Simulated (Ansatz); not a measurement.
Ansatz results at the PBE0-D4/def2-TZVP geometry: HOMO–LUMO gap (B3LYP/def2-TZVPP) 8.06 eV; HOMO–LUMO gap (ωB97M-V/def2-TZVPP) 12.47 eV; HOMO energy (PBE/def2-TZVPP) -6.84 eV.

Each molecule was computed in one conformer, which needn't be the lowest.

Q: Which molecule gave them?
A. `F[SiH](Cl)[S][GeH3]`
B. `N[SiH2]O[SiH](N)Cl`
C. `F[Si](F)(Cl)S[SiH2]Cl`
D. `O[SiH](O)N[SiH2]Cl`

A: D. The others give `F[Si](F)(Cl)S[SiH2]Cl`: 7.54, 12.00, -7.21; `N[SiH2]O[SiH](N)Cl`: 7.70, 12.07, -6.33; `F[SiH](Cl)[S][GeH3]`: 6.81, 11.33, -6.65.

B3LYP here is the variant with VWN-RPA as its local correlation; programs differ in this.
